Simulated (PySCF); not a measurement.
**Mayer bond orders and bond lengths**

Compound: SiEt(NMe2)3, C8H23N3Si.
Structure used (PBE0-D3(BJ)/def2-SVP), in Å, numbered top down from 1:
```
atom  x, y, z in Å
Si1   -0.1586    0.0933    0.1961
C2    -0.1077    0.0893    2.0858
C3     1.0876   -0.6615    2.6722
H4    -1.0549   -0.3052    2.4945
H5    -0.0661    1.1469    2.3993
H6     1.1080   -0.6090    3.7726
H7     1.0833   -1.7286    2.3985
H8     2.0381   -0.2467    2.3028
N9     1.4428    0.1277   -0.4917
C10    2.3132    1.2534   -0.2808
C11    2.0918   -1.0276   -1.0472
H12    3.1501    1.0199    0.4096
H13    1.7522    2.0985    0.1471
H14    2.7675    1.6056   -1.2285
H15    1.3691   -1.8462   -1.1737
H16    2.5319   -0.8109   -2.0410
H17    2.9154   -1.4022   -0.4046
N18   -0.9305    1.5533   -0.3524
C19   -2.0987    2.0700    0.3080
C20   -0.6461    2.1872   -1.6112
H21   -2.0078    3.1559    0.5080
H22   -2.2581    1.5712    1.2756
H23   -3.0221    1.9268   -0.2899
H24    0.2324    1.7212   -2.0792
H25   -1.4931    2.1086   -2.3251
H26   -0.4339    3.2680   -1.4867
N27   -0.9939   -1.3323   -0.3533
C28   -1.0896   -2.5667    0.3746
C29   -1.4682   -1.4120   -1.7097
H30   -2.1233   -2.9637    0.3548
H31   -0.8158   -2.4259    1.4296
H32   -0.4324   -3.3639   -0.0333
H33   -1.4621   -0.4172   -2.1786
H34   -0.8564   -2.0860   -2.3451
H35   -2.5091   -1.7879   -1.7478
```

Bond orders from the PBE0/pcSseg-1 density (PySCF). Geometry: PBE0-D3(BJ)/def2-SVP, one conformer, isolated molecule.

Question: Set the Mayer orders of the bonds between heavy atoms beside their lengths.

Answer: 
```csv
bond,length (Å),Mayer order
Si1–C2,1.890,0.864
Si1–N9,1.743,0.874
Si1–N18,1.740,0.899
Si1–N27,1.741,0.912
C2–C3,1.528,1.060
N9–C10,1.438,0.975
N9–C11,1.437,0.994
N18–C19,1.438,0.988
N18–C20,1.438,0.975
N27–C28,1.436,0.989
N27–C29,1.439,0.983
```

Bonds between the same two heavy elements. N–Si: lowest Si1–N9 (0.874, 1.743 Å), highest Si1–N27 (0.912, 1.741 Å). C–N: all 6 within 0.02 of one another (0.975 to 0.994).

Question: And the bonds to hydrogen?

Answer: C–H: 0.94 to 0.97 (23 bonds).

Question: Sum the orders of all bonds at each heavy atom with more than one neighbour.

Answer: Si1 3.549, C2 3.803, C3 3.952, N9 2.843, C10 3.848, C11 3.874, N18 2.862, C19 3.869, C20 3.847, N27 2.884, C28 3.864, C29 3.857. Orders between atoms that aren't bonded are not in these sums.

Mayer orders depend on the basis set.
